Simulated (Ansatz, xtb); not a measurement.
# Relative energy of two isomers of C2H9ClSi3

Structure a: `C=C[SiH](Cl)[SiH2][SiH3]`, a singlet. Structure b: `C=C[SiH2][SiH2][SiH2]Cl`, a singlet. Both are isolated molecules in the gas phase, relaxed with B3LYP/def2-SVP; each stands in its lowest conformer found.

Quicker runs give these differences E(b) − E(a): GFN2-xTB −2.30 kJ/mol; HF/STO-3G +6.52 kJ/mol (at GFN2-xTB geometries); r2SCAN-D4/def2-SVP +12.23 kJ/mol (at GFN2-xTB geometries).

Q: Estimate which is lower in electronic energy at CCSD(T)/def2-SVP + ΔMP2/def2-TZVPP, and by roughly how much.

A: The CCSD(T)/def2-SVP + ΔMP2/def2-TZVPP calculation puts structure a lower, by 7.70 kJ/mol.

The same difference at several levels:

| level | geometry | E(b) − E(a) (kJ/mol) | departure from the last row (kJ/mol) | job, with rough time for the two |
| --- | --- | --- | --- | --- |
| GFN2-xTB | GFN2-xTB | −2.30 | −10.00 | optimisation, 1.7 s |
| HF/STO-3G | GFN2-xTB | +6.52 | −1.19 | single point, 2.4 s |
| r2SCAN-D4/def2-SVP | GFN2-xTB | +12.23 | +4.53 | single point, 15 s |
| B3LYP/def2-SVP | B3LYP/def2-SVP | +8.74 | +1.04 | optimisation, 6.6 min |
| HF/def2-SVP | B3LYP/def2-SVP | +6.91 | −0.80 | part of the CCSD(T) run |
| MP2/def2-SVP | B3LYP/def2-SVP | +9.34 | +1.63 | part of the CCSD(T) run |
| CCSD(T)/def2-SVP | B3LYP/def2-SVP | +8.84 | +1.13 | single point |
| CCSD(T)/def2-SVP + ΔMP2/def2-TZVPP | B3LYP/def2-SVP | +7.70 |  | single point, 3.4 min |

As drawn, both hold the same kinds of bond in the same numbers.

GFN2-xTB puts the two in the other order. The largest departure from CCSD(T)/def2-SVP + ΔMP2/def2-TZVPP is that of GFN2-xTB, 10.00 kJ/mol. The last row adds to CCSD(T) the change of the MP2 difference between the two basis sets, here −1.13 kJ/mol.

With thermal terms from frequencies at re-optimised GFN2-xTB minima (ideal gas, soft modes damped towards free rotors, one conformer each, 298.15 K, 1 atm): on the last row, ΔE + ΔZPE = +8.26, ΔH = +7.57, ΔG = +9.63 kJ/mol.

The correlated steps freeze 22 core orbitals. Programs: Ansatz 0.2.0, xtb 6.7.1; the last row on 2 threads of Intel(R) Xeon(R) Processor @ 2.50GHz (Skylake/Cascade Lake) on a shared host.
